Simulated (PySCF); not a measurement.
C4H8Si, SMILES C=C=C(C)[SiH3]. Atoms are numbered in the order given.

```xyz
13

C      0.6572    -2.4396     0.0000
C      0.1126    -1.2389     0.0000
C     -0.4096    -0.0247     0.0000
C     -1.9021     0.2468     0.0000
Si     0.7883     1.4376     0.0000
H      0.8943    -2.9634    -0.9421
H      0.8943    -2.9634     0.9421
H     -2.4890    -0.6921     0.0000
H     -2.1954     0.8414     0.8912
H     -2.1954     0.8414    -0.8912
H      0.5491     2.2997    -1.2141
H      0.5491     2.2997     1.2141
H      2.2072     0.9484     0.0000
```

Geometry optimised at PBE-D3(BJ)/def2-SVP. The structure was generated by enumeration, and PubChem lists no compound with its InChIKey, so it may never have been made.

Calculation: PySCF with PBE-D3(BJ)/def2-SVP.

Frequencies are harmonic and unscaled.

```json
[
 {"mode": "1", "ν (cm⁻¹)": "99", "IR (km/mol)": "0.0", "moving atoms (share of kinetic energy)": "H 95 %"},
 {"mode": "2", "ν (cm⁻¹)": "139", "IR (km/mol)": "0.0", "moving atoms (share of kinetic energy)": "C 55 %, H 23 %, Si 22 %"},
 {"mode": "3", "ν (cm⁻¹)": "139", "IR (km/mol)": "0.5", "moving atoms (share of kinetic energy)": "H 98 %"},
 {"mode": "4", "ν (cm⁻¹)": "213", "IR (km/mol)": "2.7", "moving atoms (share of kinetic energy)": "C 60 %, H 39 %"},
 {"mode": "5", "ν (cm⁻¹)": "229", "IR (km/mol)": "0.5", "moving atoms (share of kinetic energy)": "C 55 %, H 34 %, Si 12 %"},
 {"mode": "6", "ν (cm⁻¹)": "393", "IR (km/mol)": "1.6", "moving atoms (share of kinetic energy)": "C 60 %, H 40 %"},
 {"mode": "7", "ν (cm⁻¹)": "484", "IR (km/mol)": "18.0", "moving atoms (share of kinetic energy)": "C 59 %, Si 32 %, H 9 %"},
 {"mode": "8", "ν (cm⁻¹)": "560", "IR (km/mol)": "5.8", "moving atoms (share of kinetic energy)": "H 88 %, C 11 %"},
 {"mode": "9", "ν (cm⁻¹)": "595", "IR (km/mol)": "18.0", "moving atoms (share of kinetic energy)": "H 51 %, C 39 %, Si 10 %"},
 {"mode": "10", "ν (cm⁻¹)": "648", "IR (km/mol)": "3.6", "moving atoms (share of kinetic energy)": "H 47 %, C 44 %, Si 9 %"},
 {"mode": "11", "ν (cm⁻¹)": "662", "IR (km/mol)": "37.3", "moving atoms (share of kinetic energy)": "H 80 %, C 11 %, Si 10 %"},
 {"mode": "12", "ν (cm⁻¹)": "793", "IR (km/mol)": "45.2", "moving atoms (share of kinetic energy)": "H 74 %, C 26 %"},
 {"mode": "13", "ν (cm⁻¹)": "884", "IR (km/mol)": "255.0", "moving atoms (share of kinetic energy)": "H 91 %, Si 9 %"},
 {"mode": "14", "ν (cm⁻¹)": "899", "IR (km/mol)": "34.3", "moving atoms (share of kinetic energy)": "H 97 %"},
 {"mode": "15", "ν (cm⁻¹)": "916", "IR (km/mol)": "5.6", "moving atoms (share of kinetic energy)": "H 55 %, C 44 %"},
 {"mode": "16", "ν (cm⁻¹)": "919", "IR (km/mol)": "70.0", "moving atoms (share of kinetic energy)": "H 96 %"},
 {"mode": "17", "ν (cm⁻¹)": "948", "IR (km/mol)": "0.1", "moving atoms (share of kinetic energy)": "H 62 %, C 38 %"},
 {"mode": "18", "ν (cm⁻¹)": "998", "IR (km/mol)": "0.0", "moving atoms (share of kinetic energy)": "H 69 %, C 31 %"},
 {"mode": "19", "ν (cm⁻¹)": "1098", "IR (km/mol)": "3.3", "moving atoms (share of kinetic energy)": "C 71 %, H 28 %"},
 {"mode": "20", "ν (cm⁻¹)": "1224", "IR (km/mol)": "0.7", "moving atoms (share of kinetic energy)": "C 53 %, H 46 %"},
 {"mode": "21", "ν (cm⁻¹)": "1330", "IR (km/mol)": "0.5", "moving atoms (share of kinetic energy)": "H 80 %, C 20 %"},
 {"mode": "22", "ν (cm⁻¹)": "1387", "IR (km/mol)": "3.8", "moving atoms (share of kinetic energy)": "H 74 %, C 26 %"},
 {"mode": "23", "ν (cm⁻¹)": "1403", "IR (km/mol)": "9.4", "moving atoms (share of kinetic energy)": "H 97 %"},
 {"mode": "24", "ν (cm⁻¹)": "1419", "IR (km/mol)": "3.1", "moving atoms (share of kinetic energy)": "H 77 %, C 23 %"},
 {"mode": "25", "ν (cm⁻¹)": "2003", "IR (km/mol)": "127.0", "moving atoms (share of kinetic energy)": "C 98 %"},
 {"mode": "26", "ν (cm⁻¹)": "2146", "IR (km/mol)": "101.1", "moving atoms (share of kinetic energy)": "H 98 %"},
 {"mode": "27", "ν (cm⁻¹)": "2147", "IR (km/mol)": "109.1", "moving atoms (share of kinetic energy)": "H 96 %"},
 {"mode": "28", "ν (cm⁻¹)": "2189", "IR (km/mol)": "75.9", "moving atoms (share of kinetic energy)": "H 96 %"},
 {"mode": "29", "ν (cm⁻¹)": "2959", "IR (km/mol)": "25.8", "moving atoms (share of kinetic energy)": "H 97 %"},
 {"mode": "30", "ν (cm⁻¹)": "3034", "IR (km/mol)": "8.8", "moving atoms (share of kinetic energy)": "H 91 %, C 9 %"},
 {"mode": "31", "ν (cm⁻¹)": "3055", "IR (km/mol)": "0.6", "moving atoms (share of kinetic energy)": "H 95 %"},
 {"mode": "32", "ν (cm⁻¹)": "3072", "IR (km/mol)": "8.1", "moving atoms (share of kinetic energy)": "H 91 %, C 9 %"},
 {"mode": "33", "ν (cm⁻¹)": "3140", "IR (km/mol)": "0.1", "moving atoms (share of kinetic energy)": "H 89 %, C 11 %"}
]
```
